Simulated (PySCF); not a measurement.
F4Nb, charge +2, doublet, at a GFN2-xTB geometry of the parent state (such geometries of metal compounds can be far from the true shape) (the multiplicity is a formal guess) (core potentials on Nb); PySCF with B3LYP/def2-SVP.

Input for PySCF:
```python
from pyscf import gto, scf, dft

mol = gto.Mole()
mol.atom = '''
    Nb    0.00000000    0.00000000    0.00000000
    F     1.17246974    0.82655382   -1.02271078
    F     0.84174568   -1.10525698    1.08336747
    F    -1.12257521   -0.90821621   -1.00934735
    F    -0.89164022    1.18691937    0.94869067
'''
mol.basis = 'def2-svp'
mol.ecp = {'Nb': 'def2-svp'}
mol.charge = 2
mol.spin = 1
mol.verbose = 4
mol.build()

mf = dft.ROKS(mol)
mf.xc = 'b3lyp'
mf.kernel()
mf.analyze()
```

Task: Predict the main parts of the log of this PySCF run.

Result: 
```
PySCF version 2.14.0

[INPUT] verbose = 4
[INPUT] num. atoms = 5
[INPUT] num. electrons = 47
[INPUT] charge = 2
[INPUT] spin (= nelec alpha-beta = 2S) = 1
[INPUT] symmetry False subgroup None
[INPUT] Mole.unit = angstrom
[INPUT] Symbol           X                Y                Z      unit          X                Y                Z       unit  Magmom
[...]
nuclear repulsion = 229.965454168111
number of shells = 35
number of NR pGTOs = 153
number of NR cGTOs = 87
basis = def2-svp
ecp = {'Nb': 'def2-svp'}

******** <class 'pyscf.dft.roks.ROKS'> ********
method = ROKS
initial guess = minao
damping factor = 0
level_shift factor = 0
DIIS = <class 'pyscf.scf.diis.CDIIS'>
diis_start_cycle = 1
diis_space = 8
diis_damp = 0
SCF conv_tol = 1e-09
SCF conv_tol_grad = None
SCF max_cycles = 50
direct_scf = True
direct_scf_tol = 1e-13
num. doubly occ = 23  num. singly occ = 1
XC library pyscf.dft.libxc version 7.1.2
    S. Lehtola, C. Steigemann, M. J. T. Oliveira, and M. A. L. Marques,  SoftwareX 7, 1–5 (2018)
XC functionals = b3lyp
    P. J. Stephens, F. J. Devlin, C. F. Chabalowski, and M. J. Frisch,  J. Phys. Chem. 98, 11623 (1994)
radial grids:
    Treutler-Ahlrichs [JCP 102, 346 (1995); DOI:10.1063/1.469408] (M4) radial grids

becke partition: Becke, JCP 88, 2547 (1988); DOI:10.1063/1.454033
pruning grids: <function nwchem_prune>
grids dens level: 3
symmetrized grids: False
atomic radii adjust function: <function treutler_atomic_radii_adjust>
small_rho_cutoff = 0
Set gradient conv threshold to 3.16228e-05
tot grids = 79488
init E= -449.324651275033
[...]
cycle= 1 E= -455.044992195828  delta_E= -5.72  |g|= 0.699  |ddm|= 2.75
[...]
cycle= 2 E= -454.465333258303  delta_E= 0.58  |g|= 1.75  |ddm|= 1.45

WARN: HOMO -0.594714459757016 >= LUMO -0.949459858298636

cycle= 3 E= -454.61791301885  delta_E= -0.153  |g|= 0.955  |ddm|= 1.73
[...]
cycle= 4 E= -455.044126750336  delta_E= -0.426  |g|= 0.692  |ddm|= 1.47
[...]
cycle= 5 E= -455.005097124076  delta_E= 0.039  |g|= 0.792  |ddm|= 0.979
[...]
cycle= 6 E= -455.095104863577  delta_E= -0.09  |g|= 0.526  |ddm|= 0.974
[...]
cycle= 7 E= -455.111285514783  delta_E= -0.0162  |g|= 0.446  |ddm|= 0.366
[...]
cycle= 8 E= -455.108017657064  delta_E= 0.00327  |g|= 0.463  |ddm|= 0.752
[...]
cycle= 9 E= -455.151790724217  delta_E= -0.0438  |g|= 0.188  |ddm|= 0.766
[...]
cycle= 10 E= -455.143452728212  delta_E= 0.00834  |g|= 0.268  |ddm|= 0.161
[...]
cycle= 11 E= -455.131772151881  delta_E= 0.0117  |g|= 0.346  |ddm|= 0.121
[...]
cycle= 12 E= -455.142089093239  delta_E= -0.0103  |g|= 0.279  |ddm|= 0.191
[...]
cycle= 13 E= -455.140868427384  delta_E= 0.00122  |g|= 0.288  |ddm|= 0.0573
[...]
cycle= 14 E= -455.141108134571  delta_E= -0.00024  |g|= 0.287  |ddm|= 0.0305
[...]
cycle= 15 E= -455.142615336463  delta_E= -0.00151  |g|= 0.278  |ddm|= 0.105
[...]
cycle= 16 E= -455.141677118672  delta_E= 0.000938  |g|= 0.287  |ddm|= 0.0311
[...]
cycle= 17 E= -455.140023205372  delta_E= 0.00165  |g|= 0.299  |ddm|= 0.0307
[...]
cycle= 18 E= -455.137632390717  delta_E= 0.00239  |g|= 0.314  |ddm|= 0.0763
[...]
cycle= 19 E= -455.139094026755  delta_E= -0.00146  |g|= 0.302  |ddm|= 0.0401
[...]
cycle= 20 E= -455.158279966914  delta_E= -0.0192  |g|= 0.09  |ddm|= 0.244
[...]
cycle= 21 E= -455.159849546746  delta_E= -0.00157  |g|= 0.0515  |ddm|= 0.0961
[...]
cycle= 22 E= -455.160318239888  delta_E= -0.000469  |g|= 0.0236  |ddm|= 0.033
[...]
cycle= 23 E= -455.160408656771  delta_E= -9.04e-05  |g|= 0.0153  |ddm|= 0.0266
[...]
cycle= 24 E= -455.160456551626  delta_E= -4.79e-05  |g|= 0.00542  |ddm|= 0.0176
[...]
cycle= 25 E= -455.160461427189  delta_E= -4.88e-06  |g|= 0.00369  |ddm|= 0.00747
[...]
cycle= 26 E= -455.16046445172  delta_E= -3.02e-06  |g|= 0.00161  |ddm|= 0.00302
[...]
cycle= 27 E= -455.160466647546  delta_E= -2.2e-06  |g|= 0.000989  |ddm|= 0.00689
[...]
cycle= 28 E= -455.160468471788  delta_E= -1.82e-06  |g|= 0.000361  |ddm|= 0.0069
[...]
cycle= 29 E= -455.160470304498  delta_E= -1.83e-06  |g|= 0.000284  |ddm|= 0.00854
[...]
cycle= 30 E= -455.160473241321  delta_E= -2.94e-06  |g|= 0.000279  |ddm|= 0.0176
[...]
cycle= 31 E= -455.160475371003  delta_E= -2.13e-06  |g|= 0.000301  |ddm|= 0.0224
[...]
cycle= 32 E= -455.160475665924  delta_E= -2.95e-07  |g|= 0.000169  |ddm|= 0.00631
[...]
cycle= 33 E= -455.160475793704  delta_E= -1.28e-07  |g|= 0.000299  |ddm|= 0.00594
[...]
cycle= 34 E= -455.160475832044  delta_E= -3.83e-08  |g|= 4.74e-05  |ddm|= 0.00238
[...]
cycle= 35 E= -455.160475834412  delta_E= -2.37e-09  |g|= 3.22e-05  |ddm|= 0.000935
[...]
cycle= 36 E= -455.160475835335  delta_E= -9.23e-10  |g|= 3.81e-05  |ddm|= 0.00022
[...]
cycle= 37 E= -455.160475835711  delta_E= -3.75e-10  |g|= 2.58e-05  |ddm|= 0.000114
[...]
Extra cycle  E= -455.160475829405  delta_E= 6.31e-09  |g|= 0.00018  |ddm|= 0.000194
converged SCF energy = -455.160475829405
**** SCF Summaries ****
Total Energy =                        -455.160475829405073
Nuclear Repulsion Energy =             229.965454168111449
One-electron Energy =                -1083.520776243936552
Two-electron Energy =                  398.394846246420002
Two-electron Coulomb Energy =          446.282466880045604
DFT Exchange-Correlation Energy =      -47.887620633625616
HOMO-LUMO gap [eV] =                     8.742042075889147
**** MO energy ****
                Roothaan           | alpha              | beta
[...]
WARN: System has nonzero charge 2; the dipole moment is origin-dependent.
Location of origin: [0. 0. 0.]

Dipole moment(X, Y, Z, Debye): -0.01794, -0.00104, -0.00433
```
